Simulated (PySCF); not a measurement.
Finite-field polarisability of F (fluorine, neutral)

[He] 2s2 2p5, 2P determinant. Calculation: PySCF 2.14, in aug-cc-pwCVDZ (5s4p2d, 27 functions); no relativity, point nucleus. Frozen: 1s2. Energy changes in a uniform field (μhartree):

```
axis  F (au)        HF       MP2      CCSD   CCSD(T)
   x  0.0089  -100.816  -106.074  -106.076  -106.483
   x  0.0178  -403.323  -424.375  -424.384  -426.014
   y  0.0085  -100.877  -110.110  -110.265  -111.112
   y   0.017  -403.688  -440.684  -441.299  -444.697
```

By symmetry the remaining axis equals y.

(1) Derive α along x at CCSD(T) from the two fields.

(2) And the mean polarisability at each level?

CCSD(T) lies more than 5 % below the reference, which points to too few diffuse and polarisation functions.

A double-zeta set is small for polarisabilities.

Answers

(1) With ΔE = −αF²/2 − γF⁴/24, α = −(16 ΔE(F) − ΔE(2F))/(6F²) = 2.688 bohr³.

(2) The components xx, yy, zz at CCSD(T) are 2.688, 3.075, 3.075, the third axis being equal by symmetry to one of the two computed. Means: HF 2.710, MP2 2.924, CCSD 2.927, CCSD(T) 2.946 bohr³. Reference: 3.74 ± 0.08 bohr³ (recommended; Schwerdtfeger and Nagle, table of static dipole polarizabilities (2023 update)).
